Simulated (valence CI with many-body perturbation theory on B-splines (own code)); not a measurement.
# Questions on Ta LVIII

Calculated by configuration interaction combined with many-body perturbation theory (CI+MBPT): six valence electrons over a frozen Dirac-Fock core [Ne], radial functions for each j: 9 s, 9 p, 8 d, 6 f, 3 g, 1 h, with the one-electron correlation potential Σ1, the two-electron term Σ2, the three-electron term Σ3, Breit, model QED; selected CI, second order for the rest, scaled by the run's own slope (own B-spline code, finite nucleus).

The last digits are not significant, and no measured levels were compared; by estimate large intervals hold to a few tenths of a per cent, small ones and those within an open d or f shell to about a per cent. Among the levels kept, up to 960 cm⁻¹ of a level comes from second order outside the variational space, and about a tenth of that is noise between levels of different J, which matters for small intervals.

Levels are named by their leading jj configuration (3d3/2^4 stands for four electrons in 3d with j = 3/2), which in mixed levels can hold well under half, so a name can repeat and another be missing.

Rates and lifetimes use the calculated energies. Strong lines usually hold to 10 to 20 %, long lifetimes can be off by a factor of two.

(1) What is the ground level?

(2) Among levels below 664.69 eV, which E1 lines absorb most strongly from the ground level?

(3) What is the ionisation energy?

(4) How well does LS coupling describe the low levels?

(5) What are the static dipole polarisabilities of the lowest levels?

Results:

(1) (3s^2 3p1/2^2 3p3/2^2) J=2, composition 68 % 3s2.3p4 3P + 31 % 3s2.3p4 1D, g = 1.331.

(2) to (3s^2 3p1/2 3p3/2^2 3d3/2) J=3 at 2.106 nm, f = 0.247; to (3s^2 3p1/2 3p3/2^2 3d3/2) J=2 at 2.082 nm, f = 0.243; to (3s^2 3p1/2 3p3/2^2 3d3/2) J=1 at 2.063 nm, f = 0.165.

(3) 5788 eV; NIST lists 5785 ± 6 eV (theoretical).

(4) Among the lowest 20 levels the leading LS term, summed over configurations, holds 52 % on average. For single configurations the figures are 50 % in LS and 95 % in jj coupling. Terms mix most in the J = 3 level at 239.46 eV, where the leading one holds 28 %.

(5) (3s^2 3p1/2^2 3p3/2^2) J=2 0.00338 (tensor 1.4e-05); (3s^2 3p1/2^2 3p3/2^2) J=0 0.00337 bohr³, of which the core gives 4.74e-05.
